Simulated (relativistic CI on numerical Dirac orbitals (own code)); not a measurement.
## One change at a time: Lu LXIV

Base calculation: Dirac-Coulomb-Breit CI, KLI orbitals optimised for each configuration, a model potential for QED, unscaled Slater integrals.

CI space (outside the closed core 1s2): 2s²2p⁴, 2s2p⁵, 2p⁶, 2p⁵3s, 2p⁵3p, 2s²2p³3s, 2p⁵3d, 2s²2p³3p, 2s²2p³3d, 2s2p⁴3s, 2s2p⁴3p, 2s2p⁴3d, 2s²2p³4s, 2s²2p³4p, 2s²2p³4d, 2s²2p³4f. Levels of other configurations are missing.

The lowest level and the first level of each name with at least 55 % of one term (blank where a level has no safe partner in the second run):

| Level | Base (eV) | Shift (eV) |
| --- | --- | --- |
| 2s²2p⁴ ³P2 | 0.00 | 0.00 |
| 2s²2p⁴ ¹S0 | 57.38 | -4.73 |
| 2s²2p⁴ ³P1 | 1156.64 | +1.25 |
| 2s²2p⁴ ¹D2 | 1175.51 | -1.35 |
| 2s2p⁵ ³P°2 | 1540.04 | +2.34 |
| 2s2p⁵ ¹P°1 | 1620.02 | -5.13 |
| 2s²2p⁴ ³P0 | 2355.32 | -1.20 |
| 2s2p⁵ ³P°0 | 2708.04 | +2.43 |
| 2s2p⁵ ³P°1 | 2745.71 | -1.98 |
| 2p⁶ ¹S0 | 3198.68 | -1.74 |
| 2s²2p³3p ³P0 | 8437.02 | -5.05 |
| 2s²2p³3d ³P°0 | 8513.08 | -0.66 |
| 2s²2p³3s ³S°1 | 9090.33 | +1.95 |
| 2s²2p³3s ³D°3 | 9103.23 | -0.27 |

At this charge energies of transitions that change n are usually good to better than 1 %, and those within a shell (Δn = 0) to a few per cent.

One thing was changed in a second run, which moved the levels as shown. Which?
A. Breit term removed
B. valence Slater integrals scaled by 0.9
C. non-relativistic limit
D. configuration mixing switched off
E. QED terms removed

B. Valence Slater integrals scaled by 0.9. Scaling acts on the splittings between terms and on the mixing, and leaves the fine structure of pure LS terms nearly alone; in jj coupling it moves the levels of one term differently.

LS names give the leading component of a level, which can be under half, so a name can repeat, a term be missing and a line seem to break the LS rules.
